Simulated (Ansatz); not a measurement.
Molecule (SMILES): [GeH2] (GeH2) (closed-shell singlet).
Atoms: Ge1, H2, H3. Bonds: Ge1-H2, Ge1-H3.

Basis-set convergence of the harmonic zero-point energy at B3LYP with Ansatz (a program for electronic structure). Each level at its own minimum, finite differences of forces, unscaled; the reference is a large set that could be run, not a limit. Cartesian d functions, on some or all atoms, in 3-21G, 6-31G, 6-31G*, 6-31G**; all else is spherical. The program fits the integrals of some runs and decomposes those of others, by size. No added dispersion term, no relativity. Reference: the value in def2-QZVPPD, 6.75 kcal/mol. Deviations are taken from unrounded values.

```tsv
basis	functions	harmonic zero-point energy (kcal/mol)	minus reference (kcal/mol)
STO-3G	20	7.89	1.14
pcseg-0	26	6.34	-0.41
3-21G	27	6.48	-0.27
6-31G	33	6.48	-0.27
pcseg-1	37	6.76	0.01
6-31G*	39	6.72	-0.02
6-31G**	45	6.76	0.01
aug-pcseg-1	54	6.75	0.00
6-311G**	56	6.75	0.00
pcseg-2	71	6.75	0.00
aug-pcseg-2	105	6.75	0.00
pcseg-3	134	6.74	-0.01
```

The smallest set listed that lies within 0.05 kcal/mol of the reference with all its larger relatives (same family, alike in diffuse functions; a set with none counts only in the reference's own line) is pcseg-1 (37 functions, 0.01 kcal/mol off).
